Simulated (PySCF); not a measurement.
C₅H₃F₅O.
SMILES: `F/C=C(F)/C=C/OC(F)(F)F`

Method: TDDFT wB97X-D/def2-SVPD, vertical, gas phase, core orbitals frozen in the response (PySCF 2.14.0, density-fitted response routines). One conformer (not necessarily the lowest) at the PBE0-D3(BJ)/def2-SVP geometry, without solvent, vibrations or thermal averaging. Torsions of this conformer, `[F:1]/[CH:2]=[C:3]([F:4])/[CH:5]=[CH:6]/[O:7][C:8]([F:9])([F:10])[F:11]`: C2–C3–C5–C6 -179°, C5–C6–O7–C8 4°, C6–O7–C8–F9 180°.

Broadening: Gaussians 0.3 eV wide at half height, area fixed by f = 4.319×10⁻⁹ ∫ε dν̃. The width is an assumption, not a result. The curve ends short of the highest state used, and states not computed would add to its high-energy end.

(E (eV), ε (L mol⁻¹ cm⁻¹)): (5.33, 141), (5.36, 312), (5.39, 655), (5.43, 1616), (5.46, 2980), (5.50, 6184), (5.53, 10023), (5.57, 17502), (5.60, 24922), (5.63, 33572), (5.67, 45820), (5.70, 54233), (5.74, 62290), (5.77, 64780), (5.81, 62614), (5.84, 57214), (5.87, 49460), (5.91, 37367), (5.94, 28387), (5.98, 18061), (6.01, 12074), (6.04, 7658), (6.08, 3877), (6.11, 2240), (6.15, 1091), (6.18, 698), (6.22, 490), (6.25, 441), (6.28, 421), (6.32, 393), (6.35, 359), (6.39, 294), (6.42, 238), (6.46, 164), (6.49, 117), (6.52, 79), (6.56, 43), (6.59, 25), (6.63, 12), (6.66, 6), (6.69, 3), (6.73, 2), (6.76, 2), (6.80, 3), (6.83, 6), (6.87, 15), (6.90, 27), (6.93, 46), (6.97, 90), (7.00, 140), (7.04, 238), (7.07, 341), (7.11, 528), (7.14, 710), (7.17, 934), (7.21, 1298)

(1) Locate the maxima and give the states behind the curve.

(2) On this curve, what absorbance would a 10⁻⁴ mol/L sample give at 193 nm over a 1 cm path?

Answers

(1) 215 nm (5.78 eV), ε about 65000, made up of S1 (100%) (ε in L mol⁻¹ cm⁻¹; maxima over ε = 5, shares over 10%). At its high-energy end, 7.21 eV, the curve is still rising (ε about 1300, from S3 and S4). The states used: S1 5.78 eV (f 0.722); S2 6.29 eV (f 0.0044); S3 7.20 eV (f 0.0044); S4 7.39 eV (f 0.024); S5 7.50 eV (f 0.0098); S6 7.81 eV (f 0.0096).

(2) 193 nm is 6.424 eV, where ε is about 230 L mol⁻¹ cm⁻¹, so A = ε c l ≈ 0.023 (Beer–Lambert, with the gas-phase spectrum and the assumed width).
